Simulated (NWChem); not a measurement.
System: BeH2; SMILES [BeH2]

Input file for NWChem:

```
start job
memory heap 200 mb stack 900 mb global 1100 mb
geometry units angstroms noautosym nocenter noautoz
  Be     0.000000     0.000000     0.000000
  H      0.000000     0.000000     1.338991
  H      0.000000     0.000000    -1.338991
end
basis spherical
  Be library aug-cc-pvdz
  H library aug-cc-pvdz
end
dft
  xc pbe0
  iterations 150
end
property
  response 1 0.0
end
task dft property
```

Output (shortened):

```
             Northwest Computational Chemistry Package (NWChem) 7.3.0
             --------------------------------------------------------

                             Geometry "geometry" -> ""
                             -------------------------

 Output coordinates in angstroms (scale by  1.889725989 to convert to a.u.)

  No.       Tag          Charge          X              Y              Z
 ---- ---------------- ---------- -------------- -------------- --------------
    1 Be                   4.0000     0.00000000     0.00000000     0.00000000
    2 H                    1.0000     0.00000000     0.00000000     1.33899100
    3 H                    1.0000     0.00000000     0.00000000    -1.33899100

 Effective nuclear repulsion energy (a.u.)       3.3592508213

                              NWChem Property Module
                              ----------------------

                                 NWChem DFT Module
                                 -----------------

 Summary of "ao basis" -> "ao basis" (spherical)
 ------------------------------------------------------------------------------
       Tag                 Description            Shells   Functions and Types
 ---------------- ------------------------------  ------  ---------------------
 Be                       aug-cc-pvdz                9       23   4s3p2d
 H                        aug-cc-pvdz                5        9   3s2p

            General Information
            -------------------
          SCF calculation type: DFT
          Wavefunction type:  closed shell.
          No. of atoms     :     3
          No. of electrons :     6
           Alpha electrons :     3
            Beta electrons :     3
          Charge           :     0
          Spin multiplicity:     1
          Use of symmetry is: off; symmetry adaption is: off
          Maximum number of iterations: 150
          AO basis - number of functions:    41
                     number of shells:    19
          Convergence on energy requested:  1.00D-06
          Convergence on density requested:  1.00D-05
          Convergence on gradient requested:  5.00D-04

              XC Information
              --------------
                         PBE0 Method XC Functional
                     Hartree-Fock (Exact) Exchange  0.250
          PerdewBurkeErnzerhof Exchange Functional  0.750
            Perdew 1991 LDA Correlation Functional  1.000 local
           PerdewBurkeErnz. Correlation Functional  1.000 non-local

             Grid Information
             ----------------
          Grid used for XC integration:  medium
          Radial quadrature: Mura-Knowles
          Angular quadrature: Lebedev.
          Tag              B.-S. Rad. Rad. Pts. Rad. Cut. Ang. Pts.
          ---              ---------- --------- --------- ---------
          Be                  1.05       49          17.0       434
          H                   0.35       45          14.0       434
          Grid pruning is: on
          Number of quadrature shells:   139
          Spatial weights used:  Erf1

      Superposition of Atomic Density Guess
      -------------------------------------

 Sum of atomic energies:         -15.57104841

      Non-variational initial energy
      ------------------------------

 Total energy =     -15.622608
 1-e energy   =     -26.509201
 2-e energy   =       7.527342
 HOMO         =      -0.352937
 LUMO         =       0.012590

   convergence    iter        energy       DeltaE   RMS-Dens  Diis-err
 ---------------- ----- ----------------- --------- --------- ---------
 d= 0,ls=0.0,diis     1    -15.8602717254 -1.92D+01  1.14D-02  3.85D-02
 d= 0,ls=0.0,diis     2    -15.8701967210 -9.92D-03  1.07D-03  8.35D-04
 d= 0,ls=0.0,diis     3    -15.8704321033 -2.35D-04  3.27D-04  4.67D-05
 d= 0,ls=0.0,diis     4    -15.8704438700 -1.18D-05  2.07D-05  2.63D-07
 d= 0,ls=0.0,diis     5    -15.8704439673 -9.73D-08  5.15D-06  1.44D-08

         Total DFT energy =      -15.870443967284
      One electron energy =      -27.048708902689
           Coulomb energy =       11.359439656852
    Exchange-Corr. energy =       -3.540425542771
 Nuclear repulsion energy =        3.359250821325

 Numeric. integr. density =        5.999998970058

                       DFT Final Molecular Orbital Analysis
                       ------------------------------------

 Vector    1  Occ=2.000000D+00  E=-4.060380D+00
              MO Center= -1.5D-13,  1.9D-13, -5.1D-13, r^2= 6.7D-02
   Bfn.  Coefficient  Atom+Function         Bfn.  Coefficient  Atom+Function
  ----- ------------  ---------------      ----- ------------  ---------------
     1      1.020747  1 Be s                  2      0.047749  1 Be s
    25     -0.039196  2 H  s                 34     -0.039196  3 H  s
     3      0.036938  1 Be s

 Vector    2  Occ=2.000000D+00  E=-3.600986D-01
              MO Center=  5.0D-10, -6.0D-10, -4.0D-09, r^2= 2.1D+00
   Bfn.  Coefficient  Atom+Function         Bfn.  Coefficient  Atom+Function
  ----- ------------  ---------------      ----- ------------  ---------------
     2      0.347622  1 Be s                 24      0.273199  2 H  s
    33      0.273199  3 H  s                  3      0.257682  1 Be s
    25      0.109159  2 H  s                 34      0.109159  3 H  s
     1     -0.041790  1 Be s                 21      0.033756  1 Be d  0
    16      0.025040  1 Be d  0

 Vector    3  Occ=2.000000D+00  E=-3.228220D-01
              MO Center= -5.3D-10,  6.1D-10,  4.0D-09, r^2= 2.2D+00
   Bfn.  Coefficient  Atom+Function         Bfn.  Coefficient  Atom+Function
  ----- ------------  ---------------      ----- ------------  ---------------
     7      0.465259  1 Be pz                24      0.321268  2 H  s
    33     -0.321268  3 H  s                 10      0.217621  1 Be pz
    32      0.062483  2 H  pz                41      0.062483  3 H  pz
    26     -0.056464  2 H  s                 35      0.056464  3 H  s

 Vector    4  Occ=0.000000D+00  E=-3.029646D-02
              MO Center= -4.1D-10, -3.3D-10, -2.0D-10, r^2= 6.2D+00
   Bfn.  Coefficient  Atom+Function         Bfn.  Coefficient  Atom+Function
  ----- ------------  ---------------      ----- ------------  ---------------
     8      0.401847  1 Be px                 9      0.364745  1 Be py
     5      0.328649  1 Be px                 6      0.298305  1 Be py
    11      0.176050  1 Be px                12      0.159795  1 Be py

 Vector    5  Occ=0.000000D+00  E=-3.029646D-02
              MO Center= -4.6D-09,  5.0D-09, -8.5D-10, r^2= 6.2D+00
   Bfn.  Coefficient  Atom+Function         Bfn.  Coefficient  Atom+Function
  ----- ------------  ---------------      ----- ------------  ---------------
     9      0.401847  1 Be py                 8     -0.364745  1 Be px
     6      0.328649  1 Be py                 5     -0.298305  1 Be px
    12      0.176050  1 Be py                11     -0.159795  1 Be px

 Vector    6  Occ=0.000000D+00  E= 1.317118D-02
              MO Center= -1.5D-08,  1.4D-08, -1.5D-07, r^2= 2.0D+01
   Bfn.  Coefficient  Atom+Function         Bfn.  Coefficient  Atom+Function
  ----- ------------  ---------------      ----- ------------  ---------------
     4      3.016689  1 Be s                 26     -1.275318  2 H  s
    35     -1.275318  3 H  s                  3      0.549450  1 Be s
    25     -0.328890  2 H  s                 34     -0.328890  3 H  s
    21      0.148577  1 Be d  0              24     -0.081683  2 H  s
    33     -0.081683  3 H  s                  2     -0.062049  1 Be s

     Multipole analysis of the density
     ---------------------------------

     L   x y z        total         alpha         beta         nuclear
     -   - - -        -----         -----         ----         -------
     0   0 0 0     -0.000000     -3.000000     -3.000000      6.000000

     1   1 0 0      0.000000      0.000000      0.000000      0.000000
     1   0 1 0     -0.000000     -0.000000     -0.000000      0.000000
     1   0 0 1     -0.000000     -0.000000     -0.000000      0.000000

     2   2 0 0     -4.991302     -2.495651     -2.495651      0.000000
     2   1 1 0     -0.000000     -0.000000     -0.000000      0.000000
     2   1 0 1     -0.000000     -0.000000     -0.000000      0.000000
     2   0 2 0     -4.991302     -2.495651     -2.495651      0.000000
     2   0 1 1      0.000000      0.000000      0.000000      0.000000
     2   0 0 2     -8.850392    -10.827746    -10.827746     12.805100

 *** CALLING NEW AORESP DRIVER FOR CLOSED AND OPEN SHELLS ***
 Entering AOResponse driver routine

--------------------------------------------------------------------------------

          -----------------------------------------------
          Solving response equations for perturbing field
          -----------------------------------------------

 number of frequencies:     1
 frequency in a.u.:  0.0000000E+00
 Perturbing field: electric
 Using El. Dipole Length Gauge

 Setting up CPKS with frequency omega =      0.00000000 a.u.

 STATIC response

                                NWChem CPHF Module
                                ------------------

  scftype          =     RHF
  nclosed          =        3
  nopen            =        0
  variables        =      114
  # of vectors     =        3
  tolerance        = 0.10D-03
  level shift      = 0.00D+00
  max iterations   =       50
  max subspace     =       30

 SCF residual:    2.5862247307052460E-006

Iterative solution of linear equations
  No. of variables      114
  No. of equations        3
  Maximum subspace       30
        Iterations       50
       Convergence  1.0D-04

   iter   nsub   residual    time
   ----  ------  --------  ---------
     1      3    7.94D-01       1.2
     2      6    1.71D-01       1.5
     3      9    9.68D-03       1.9
     4     12    3.81D-04       2.2
     5     15    1.49D-05       2.5

 Electric Dipole Response Matrix (nonzero elements):

              1        2        3
    1   20.7087   0.0000  -0.0000
    2    0.0000  20.7087   0.0000
    3   -0.0000   0.0000  21.2774

 ------------------------------------------
 average:        20.89826 + I       0.00000

 DFT Linear Response polarizability / au
 Frequency  =       0.0000000 / au
              X              Y              Z
 -----------------------------------------------
 X      20.7086850      0.0000000     -0.0000000
 Y       0.0000000     20.7086850      0.0000000
 Z      -0.0000000      0.0000000     21.2774174
 -----------------------------------------------
 Eigenvalues =      20.7086850     20.7086850     21.2774174
 Isotropic   =      20.8982625
 Anisotropic =       0.5687324
 -----------------------------------------------

 Magnetic Dipole Response Matrix (nonzero elements):

 Exiting AOResponse driver routine
```

Level: PBE0/aug-cc-pVDZ. The geometry was optimised at PBE0/def2-SVP.
